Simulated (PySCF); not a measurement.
# How the method changes the shape and vibrations of AlGeH3O2

These are calculations, not measurements. They come from PySCF 2.14.0, an open-source quantum chemistry program, on an isolated molecule that a program drew, which may never have been made. The molecule is AlGeH3O2 (charge 0, singlet), drawn as the SMILES string `[O]=[Al][GeH2][OH]`.

The geometry was optimised and harmonic frequencies were computed with HF and MP2, all in the cc-pV(D+d)Z basis, for the commonest isotopes, with a restricted reference for singlets and an unrestricted one otherwise, and a frozen core in MP2. Germanium has the cc-pVDZ-PP basis, with a core potential (ECP10MDF) in place of its 10 inner electrons, and its 3s, 3p and 3d shells are frozen in MP2. Each result is a local minimum of its method.

Geometry at the HF minimum:
```xyz
7
AlGeH3O2, angstrom
O     3.9653    2.5425    2.9097
Al    2.7325    1.7314    2.3653
Ge    0.8294    0.3549    1.5397
O    -0.2445    1.5956    0.8391
H     0.1162   -0.3879    2.6721
H     1.2602   -0.6449    0.4638
H    -1.0504    1.2736    0.4593
```

Lengths of the bonds as drawn, in Å (atoms numbered as above):
| bond | HF | MP2 |
|---|---|---|
| O1-Al2 | 1.573 | 1.632 |
| Al2-Ge3 | 2.490 | 2.492 |
| Ge3-O4 | 1.784 | 1.818 |
| Ge3-H5 | 1.531 | 1.539 |
| Ge3-H6 | 1.531 | 1.539 |
| O4-H7 | 0.947 | 0.970 |

Rotational constants, in GHz:
| constant | HF | MP2 |
|---|---|---|
| A | 11.21 | 10.89 |
| B | 1.522 | 1.49 |
| C | 1.363 | 1.332 |

Harmonic frequencies in cm^-1, each column in rising order, so a row needn't be the same motion in every method:
| rank | HF | MP2 |
|---|---|---|
| 1 | 104 | 91 |
| 2 | 148 | 124 |
| 3 | 199 | 169 |
| 4 | 214 | 214 |
| 5 | 297 | 286 |
| 6 | 462 | 437 |
| 7 | 715 | 671 |
| 8 | 729 | 687 |
| 9 | 811 | 766 |
| 10 | 948 | 897 |
| 11 | 971 | 956 |
| 12 | 1202 | ? |
| 13 | 2225 | 2169 |
| 14 | 2235 | 2170 |
| 15 | 4143 | 3834 |

**Estimate the missing MP2 frequency from the HF column.**

A single factor s that minimises the squared misfit of MP2 against s times HF over the other rows is sum(HF x MP2) / sum(HF^2) = 0.9441, with an rms misfit of 34 cm^-1. For rank 12 it gives 0.9441 x 1202 = 1135 cm^-1. The calculation gives 1034 cm^-1, 101 cm^-1 below the estimate. The drawn bonds are on average 1.5 % longer in MP2 than in HF.
